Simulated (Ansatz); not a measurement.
Isolated molecules relaxed with PBE0-D4/def2-TZVP in Ansatz; ΔE leaves out vibrations. CBS: MP2 limit from def2 TZ/QZ plus the TZ coupled-cluster correction, frozen cores. This one scheme is used for every species. Elements past krypton have def2 core potentials. For Sn outer-core shells are correlated without core-valence functions, which leaves a few kJ/mol of doubt a bond. Each species was taken in one conformer, which may not be the lowest.

`CC(C)[O][Sn][OH]` + `OB(Cl)Cl` → `[OH][Sn][Cl]` + `CC(C)OB(O)Cl`  (redistribution)

`CC(C)[O][Sn][OH]`:

Cartesian coordinates in Å:
```
C -0.572 0.738 -0.658
C 0.361 0.494 0.515
C -0.408 0.076 1.756
O 1.356 -0.459 0.249
Sn 1.966 -1.854 -1.004
O 0.676 -1.711 -2.503
H -1.271 1.547 -0.431
H -1.165 -0.157 -0.872
H -0.011 1.025 -1.551
H 0.877 1.440 0.736
H -1.130 0.844 2.049
H -0.952 -0.854 1.566
H 0.278 -0.092 2.587
H -0.005 -1.038 -2.439
```

`OB(Cl)Cl`:

Cartesian coordinates in Å:
```
O 0.816 -0.159 0.710
B -0.182 -0.174 -0.184
Cl -0.703 -1.706 -0.839
Cl -0.970 1.314 -0.705
H 1.039 0.725 1.018
```

`[OH][Sn][Cl]`:

Z-matrix (Å, degrees):
```
O
Sn 1 1.974
H 1 0.961 2 114.9
Cl 2 2.361 1 94.3 3 -180.0
```

`CC(C)OB(O)Cl`:

```xyz
15

C    -1.446    0.616    0.341
C    -0.387   -0.368   -0.102
C    -0.369   -1.629    0.731
O     0.902    0.241    0.018
B     1.519    0.957   -0.943
O     2.729    1.518   -0.712
Cl    0.814    1.209   -2.550
H    -2.438    0.166    0.267
H    -1.431    1.510   -0.285
H    -1.278    0.913    1.380
H    -0.549   -0.626   -1.154
H    -0.189   -1.389    1.782
H     0.415   -2.307    0.392
H    -1.328   -2.145    0.655
H     3.036    1.334    0.181
```

```tsv
species	CCSD(T)/CBS(def2) energy (Eh)
`CC(C)[O][Sn][OH]`	-483.40876
`OB(Cl)Cl`	-1020.26564
`[OH][Sn][Cl]`	-749.66523
`CC(C)OB(O)Cl`	-754.05486
```

(1) Work out ΔE.

Largest T1 diagnostic among the species: 0.017.

Answers

(1) ΔE = (-749.66523) + (-754.05486) − (-483.40876) − (-1020.26564) = -0.04569 Eh = -120.0 kJ/mol.

The D4 term adds +4.5 kJ/mol with B3LYP and +2.3 kJ/mol with PBE0; it sums over pairs of atoms, weighted by their polarisabilities, and B3LYP, whose exchange is more repulsive, gets the larger term. In def2-TZVPP, CCSD(T) changes the Hartree–Fock value by +29.1 kJ/mol (the triples alone add +5.1 kJ/mol) and MP2 by +32.9 kJ/mol.

B3LYP here is the variant with VWN-RPA as its local correlation; programs differ in this.
